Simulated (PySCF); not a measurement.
**Working out the ionisation energy of S²⁺**

S²⁺ [Ne] 3s2 3p2 (3P) → S³⁺ [Ne] 3s2 3p1 (2P). Calculation: PySCF 2.14, in x2c-TZVPPall; scalar relativity by spin-free X2C-1e. Frozen: 1s2. Energies in hartree (1 hartree = 27.21139 eV):

| part | S²⁺ (lower) | S³⁺ (upper) |
| --- | --- | --- |
| UHF | -397.411179 | -396.156606 |
| MP2 opposite-spin | -0.166277 | -0.156559 |
| MP2 same-spin | -0.060065 | -0.051585 |

What does Hartree-Fock give?

(-396.156606) − (-397.411179) = 1.254573 hartree = 34.139 eV.

What do MP2 and SCS-MP2 (6/5 opposite-spin, 1/3 same-spin) give?

The opposite-spin parts differ by 0.264 eV and the same-spin parts by 0.231 eV. MP2: 34.139 + (0.264) + (0.231) = 34.634 eV. SCS-MP2: 34.139 + 1.2 × (0.264) + (0.231)/3 = 34.533 eV.

A first-order spin-orbit estimate adds -0.009 eV to MP2 (valence and next inner shell), giving 34.625 eV against 34.86 ± 0.04 eV (semi-empirical (NIST evaluation); NIST Atomic Spectra Database, ionization energies).

What remains against the reference includes basis incompleteness, the frozen core and correlation beyond second order.
